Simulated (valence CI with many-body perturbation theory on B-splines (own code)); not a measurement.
E1 transitions of Tl66+

Method: valence CI with perturbative core correlation (CI+MBPT): five valence electrons over a frozen Dirac-Fock core [Ne], a basis of 11 s, 11 p, 10 d, 8 f, 5 g, 2 h functions for each j, with the one-electron correlation potential Σ1 (screened to all orders), the two-electron term Σ2, the three-electron term Σ3, Breit, model QED; selected single and double excitations, second order for the rest, scaled by the run's own slope (own B-spline code, finite nucleus).

No measured spectrum was set against this ion. As an estimate, large intervals hold to a few tenths of a per cent, small ones and those within an open d or f shell to about a per cent. Among the levels kept, up to 3300 cm⁻¹ of a level comes from second order outside the variational space, and about a tenth of that is noise between levels of different J, which matters for small intervals.

Lines 1 to 50 of 565 in falling wavelength, among levels below 1860.9 eV, chosen from the strongest by gf and those to the six lowest levels. Wavelengths and rates use the calculated energies. Electric multipoles are in the length gauge, E1 and E2 with the static RPA response of the core. Weak lines are less certain than strong ones. Lines between different terms over intervals too small for the method are left out, as are lines whose strength nearly cancels. Where a level lies close to another of its J and parity, the split of strength between their lines is uncertain. The highest levels of a list are the least certain.

Levels are named by their leading jj configuration (3d3/2^4 stands for four electrons in 3d with j = 3/2), which in mixed levels can hold well under half, so a name can repeat and another be missing. Letters in brackets count levels of one name in rising energy.

| λ vac (Å) | Upper | Lower | A (s⁻¹) | log gf | Branch % |
| --- | --- | --- | --- | --- | --- |
| 83.22 | (3s 3p1/2 3p3/2 3d3/2^2) J=9/2 | (3s^2 3p3/2 3d3/2^2) J=7/2 | 8.44e+09 | -1.06 | 0.7 |
| 81.16 | (3s 3p1/2^2 3d3/2^2) J=5/2 | (3s^2 3p1/2 3d3/2^2) J=3/2 | 8.88e+09 | -1.28 | 8.7 |
| 77.23 | (3s 3p1/2 3p3/2 3d3/2^2) J=5/2 [d] | (3s^2 3p3/2 3d3/2^2) J=3/2 [b] | 9.45e+09 | -1.29 | 0.2 |
| 74.63 | (3s 3p1/2^2 3p3/2 3d3/2) J=7/2 | (3s^2 3p1/2 3p3/2 3d3/2) J=5/2 [b] | 1.07e+10 | -1.15 | 15.9 |
| 74.06 | (3s 3p1/2^2 3d3/2 3d5/2) J=9/2 | (3s^2 3p1/2 3d3/2 3d5/2) J=7/2 [b] | 1.69e+10 | -0.86 | 3.2 |
| 70.82 | (3s 3p1/2 3p3/2^2 3d3/2) J=9/2 | (3s^2 3p3/2^2 3d3/2) J=7/2 | 1.54e+10 | -0.94 | 1.0 |
| 70.27 | (3s 3p1/2 3p3/2 3d3/2^2) J=5/2 [c] | (3s^2 3p3/2 3d3/2^2) J=5/2 | 1.29e+10 | -1.24 | 0.2 |
| 68.04 | (3s 3p1/2 3p3/2 3d3/2^2) J=7/2 [a] | (3s 3p1/2 3p3/2^2 3d3/2) J=5/2 [e] | 9.50e+09 | -1.28 | 0.7 |
| 67.62 | (3s 3p1/2 3p3/2 3d3/2^2) J=7/2 [b] | (3s^2 3p3/2 3d3/2^2) J=7/2 | 1.81e+10 | -1.00 | 0.3 |
| 66.48 | (3s 3p1/2^2 3p3/2 3d5/2) J=7/2 [a] | (3s^2 3p1/2 3p3/2 3d5/2) J=7/2 [b] | 9.51e+09 | -1.30 | 1.7 |
| 66.28 | (3s 3p1/2^2 3p3/2 3d5/2) J=9/2 | (3s^2 3p1/2 3p3/2 3d5/2) J=9/2 | 1.47e+10 | -1.01 | 29.6 |
| 65.57 | (3s 3p1/2^2 3p3/2 3d5/2) J=7/2 [a] | (3s^2 3p1/2 3p3/2 3d5/2) J=5/2 [b] | 1.42e+10 | -1.14 | 2.5 |
| 65.48 | (3s 3p1/2^2 3p3/2^2) J=5/2 | (3s^2 3p1/2 3p3/2^2) J=5/2 | 1.32e+10 | -1.29 | 1.8 |
| 64.10 | (3s 3p1/2 3p3/2^2 3d5/2) J=11/2 | (3s^2 3p3/2^2 3d5/2) J=9/2 | 2.72e+10 | -0.70 | 3.3 |
| 62.96 | (3s 3p1/2^2 3d5/2^2) J=9/2 | (3s^2 3p1/2 3d5/2^2) J=9/2 | 2.34e+10 | -0.86 | 3.0 |
| 62.94 | (3s 3p1/2 3p3/2^2 3d5/2) J=9/2 [b] | (3s^2 3p3/2^2 3d5/2) J=7/2 | 2.66e+10 | -0.80 | 2.5 |
| 62.72 | (3s 3p1/2 3p3/2^2 3d5/2) J=7/2 [e] | (3s^2 3p3/2^2 3d5/2) J=5/2 [b] | 2.72e+10 | -0.89 | 0.7 |
| 62.29 | (3s 3p1/2^2 3d3/2 3d5/2) J=7/2 [a] | (3s^2 3p1/2 3d3/2 3d5/2) J=5/2 [a] | 1.38e+10 | -1.19 | 3.2 |
| 62.19 | (3s 3p1/2^2 3d5/2^2) J=9/2 | (3s^2 3p1/2 3d5/2^2) J=7/2 | 4.61e+10 | -0.57 | 5.9 |
| 61.96 | (3s 3p1/2^2 3p3/2 3d3/2) J=7/2 | (3s^2 3p1/2 3p3/2 3d3/2) J=7/2 | 2.02e+10 | -1.03 | 30.0 |
| 61.58 | (3s 3p1/2^2 3p3/2 3d5/2) J=9/2 | (3s^2 3p1/2 3p3/2 3d5/2) J=7/2 [a] | 3.44e+10 | -0.71 | 69.2 |
| 61.57 | (3s 3p1/2^2 3p3/2 3d3/2) J=5/2 [a] | (3s^2 3p1/2 3p3/2 3d3/2) J=5/2 [a] | 1.99e+10 | -1.17 | 32.9 |
| 61.57 | (3s 3p1/2 3p3/2^3) J=5/2 | (3s^2 3p3/2^3) J=3/2 | 2.29e+10 | -1.11 | 0.9 |
| 61.41 | (3s 3p1/2^2 3d5/2^2) J=5/2 | (3s^2 3p1/2 3d5/2^2) J=5/2 | 3.16e+10 | -0.97 | 3.5 |
| 61.39 | (3s 3p1/2^2 3p3/2 3d5/2) J=5/2 [a] | (3s^2 3p1/2 3p3/2 3d5/2) J=5/2 [a] | 2.16e+10 | -1.13 | 2.8 |
| 61.37 | (3p1/2^2 3p3/2^2 3d3/2) J=7/2 | (3s 3p1/2 3p3/2^2 3d3/2) J=7/2 [c] | 2.06e+10 | -1.03 | 0.4 |
| 61.30 | (3s 3p1/2^2 3p3/2^2) J=5/2 | (3s^2 3p1/2 3p3/2^2) J=3/2 | 2.12e+10 | -1.15 | 3.0 |
| 61.01 | (3s 3p1/2^2 3d5/2^2) J=5/2 | (3s^2 3p1/2 3d5/2^2) J=3/2 | 3.87e+10 | -0.89 | 4.2 |
| 60.88 | (3s 3p1/2^2 3d3/2 3d5/2) J=7/2 [a] | (3s^2 3p1/2 3d3/2 3d5/2) J=7/2 [a] | 2.84e+10 | -0.90 | 6.6 |
| 60.87 | (3s 3p1/2^2 3d3/2 3d5/2) J=5/2 [a] | (3s^2 3p1/2 3d3/2 3d5/2) J=5/2 [a] | 1.91e+10 | -1.20 | 4.1 |
| 60.65 | (3s 3p1/2^2 3d3/2^2) J=5/2 | (3s^2 3p1/2 3d3/2^2) J=5/2 | 2.63e+10 | -1.06 | 25.6 |
| 60.25 | (3s 3p1/2^2 3p3/2 3d5/2) J=5/2 [a] | (3s^2 3p1/2 3p3/2 3d5/2) J=3/2 [a] | 3.08e+10 | -1.00 | 4.0 |
| 59.79 | (3s 3p1/2^2 3p3/2^2) J=1/2 | (3s^2 3p1/2 3p3/2^2) J=1/2 | 4.48e+10 | -1.32 | 3.2 |
| 59.75 | (3s 3p1/2^2 3p3/2 3d5/2) J=7/2 [b] | (3s^2 3p1/2 3p3/2 3d5/2) J=5/2 [b] | 1.32e+10 | -1.25 | 0.5 |
| 59.74 | (3s 3p1/2^2 3d5/2^2) J=1/2 | (3s^2 3p1/2 3d5/2^2) J=1/2 | 7.24e+10 | -1.11 | 6.8 |
| 59.59 | (3s 3p1/2 3p3/2^2 3d3/2) J=5/2 [c] | (3s^2 3p3/2^2 3d3/2) J=5/2 | 1.65e+10 | -1.28 | 0.3 |
| 59.51 | (3s 3p1/2^2 3d3/2 3d5/2) J=5/2 [a] | (3s^2 3p1/2 3d3/2 3d5/2) J=7/2 [a] | 2.10e+10 | -1.17 | 4.5 |
| 59.37 | (3s 3p1/2^2 3d3/2 3d5/2) J=9/2 | (3s^2 3p1/2 3d3/2 3d5/2) J=9/2 | 2.85e+10 | -0.82 | 5.4 |
| 59.23 | (3s 3p1/2^2 3p3/2 3d5/2) J=3/2 [b] | (3s^2 3p1/2 3p3/2 3d5/2) J=1/2 | 2.83e+10 | -1.23 | 1.3 |
| 58.66 | (3s 3p1/2 3p3/2^2 3d3/2) J=7/2 [c] | (3s^2 3p3/2^2 3d3/2) J=7/2 | 2.96e+10 | -0.91 | 0.4 |
| 58.48 | (3s 3p1/2 3p3/2^2 3d5/2) J=7/2 [d] | (3s^2 3p3/2^2 3d5/2) J=5/2 [a] | 2.74e+10 | -0.95 | 0.4 |
| 58.11 | (3s 3p1/2^2 3p3/2 3d5/2) J=3/2 [b] | (3s^2 3p1/2 3p3/2 3d5/2) J=3/2 [b] | 3.60e+10 | -1.14 | 1.7 |
| 57.90 | (3s 3p1/2^2 3p3/2 3d5/2) J=3/2 [a] | (3s^2 3p1/2 3p3/2 3d5/2) J=5/2 [a] | 3.70e+10 | -1.13 | 3.4 |
| 57.74 | (3s 3p1/2^2 3d3/2 3d5/2) J=5/2 [b] | (3s^2 3p1/2 3d3/2 3d5/2) J=3/2 [a] | 1.69e+10 | -1.30 | 3.3 |
| 57.57 | (3s 3p1/2^2 3d5/2^2) J=3/2 | (3s^2 3p1/2 3d5/2^2) J=5/2 | 5.75e+10 | -0.94 | 6.1 |
| 57.01 | (3s 3p1/2^2 3d3/2 3d5/2) J=7/2 [a] | (3s 3p1/2^2 3p3/2 3d5/2) J=5/2 [b] | 1.39e+10 | -1.27 | 3.2 |
| 56.84 | (3s 3p1/2^2 3d3/2 3d5/2) J=7/2 [b] | (3s^2 3p1/2 3d3/2 3d5/2) J=9/2 | 5.19e+10 | -0.70 | 10.0 |
| 56.66 | (3s 3p1/2^2 3d5/2^2) J=7/2 | (3s^2 3p1/2 3d5/2^2) J=9/2 | 5.52e+10 | -0.67 | 6.7 |
| 56.30 | (3s 3p1/2 3p3/2^2 3d5/2) J=5/2 [f] | (3s^2 3p3/2^2 3d5/2) J=5/2 [b] | 2.80e+10 | -1.10 | 0.4 |
| 56.22 | (3s 3p1/2^2 3p3/2 3d5/2) J=5/2 [b] | (3s^2 3p1/2 3p3/2 3d5/2) J=7/2 [b] | 4.65e+10 | -0.88 | 2.7 |

**Question.** How does gf follow from A for the line at 61.39 Å?

**Answer.** gf = 1.4992 × (2J+1)_upper × A / σ², with σ = 1628945 cm⁻¹ and 2J+1 = 6: gf = 0.0733.
